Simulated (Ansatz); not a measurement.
Gas-phase electronic energies from Ansatz, PBE0-D4/def2-TZVP geometries. CBS: MP2 limit from def2 TZ/QZ plus the TZ coupled-cluster correction, frozen cores. DFT in def2-TZVPP. B3LYP here is the variant with VWN-RPA as its local correlation; programs differ in this. For Ge outer-core shells are correlated without core-valence functions, which leaves a few kJ/mol of doubt a bond. Scalar relativity is left out up to krypton. One conformer a species, not always the lowest.

Consider the substitution at a C–Ge bond: `N[C](O)(F)[GeH3]` + `O[SiH3]` → `NC(O)(F)O[SiH3]` + GeH₄.

**Question.** Is it downhill or uphill in electronic energy at CCSD(T)/CBS, and by how much? (Estimate.)

**Answer.** Ansatz gave: Downhill: ΔE = -5.7 kcal/mol.

**Question.** What do these levels give: PBE0-D4, B3LYP-D4, ωB97M-V, PBE, r2SCAN, PBE0, B3LYP, HF/def2-TZVPP, MP2/def2-TZVPP, CCSD/def2-TZVPP, MP2/def2-QZVPP, CCSD/CBS(def2)? (An estimate is asked.)

**Answer.** Ansatz gave: PBE0-D4 -7.6, B3LYP-D4 -6.7, ωB97M-V -8.0, PBE -5.4, r2SCAN -8.2, PBE0 -7.4, B3LYP -6.4, HF/def2-TZVPP -12.3, MP2/def2-TZVPP -5.8, CCSD/def2-TZVPP -7.7, MP2/def2-QZVPP -5.0, CCSD/CBS(def2) -6.2 kcal/mol.

Largest T1 diagnostic among the species: 0.012.

From PBE to PBE0 (25 % exact exchange), in def2-TZVPP and without D4, ΔE moves by −2.0 kcal/mol. In def2-TZVPP, CCSD(T) changes the Hartree–Fock value by +5.0 kcal/mol (the triples alone add +0.4 kcal/mol) and MP2 by +6.4 kcal/mol.
